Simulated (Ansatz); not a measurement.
This geometry of BF₂H₃OS (8 atoms, charge 0, multiplicity 1) is a first-order saddle point.

Method: UKS PBE0-D4/cc-pVDZ (Ansatz 0.2.0).

```xyz
8
Properties=species:S:1:pos:R:3
B -0.585 0.333 -0.169
S 1.469 0.492 -0.564
F -1.250 -0.080 -1.269
F -1.001 1.476 0.437
H 0.876 -0.492 0.536
O -0.350 -0.777 0.832
H 1.465 -0.468 -1.520
H -0.623 -0.485 1.716
```

Which two structures does it join? (They come from a converged band through this point; their orientation in space is the band's.)

Bonds broken: B1–S2, H5–O6. Bonds formed: S2–H5. BF2H3OS becomes BF2HO + H2S.

Initial state:

```xyz
8
Properties=species:S:1:pos:R:3
B -0.386 0.424 -0.332
S 1.421 0.680 -0.793
F -1.195 -0.152 -1.249
F -0.924 1.440 0.408
H 0.655 -0.872 1.084
O -0.304 -0.823 0.919
H 1.427 -0.276 -1.751
H -0.693 -0.421 1.713
```

Final state:

```xyz
8
Properties=species:S:1:pos:R:3
B -1.090 0.261 0.028
S 2.082 0.243 -0.476
F -1.153 -0.192 -1.224
F -1.229 1.574 0.232
H 1.882 -0.964 0.102
O -0.969 -0.622 1.039
H 1.411 -0.126 -1.593
H -0.933 -0.174 1.892
```

How far does it lie above each of them?

0.53 eV above the first and 0.98 eV above the second. This is the barrier of this one path; another mechanism may lie lower. The orbitals stay closed-shell, which can raise the energy where a bond breaks towards radicals; this wasn't checked here.

Run time: 6.9 min on 2 threads of Arm Neoverse V1, on a shared host, peak memory 0.27 GiB.
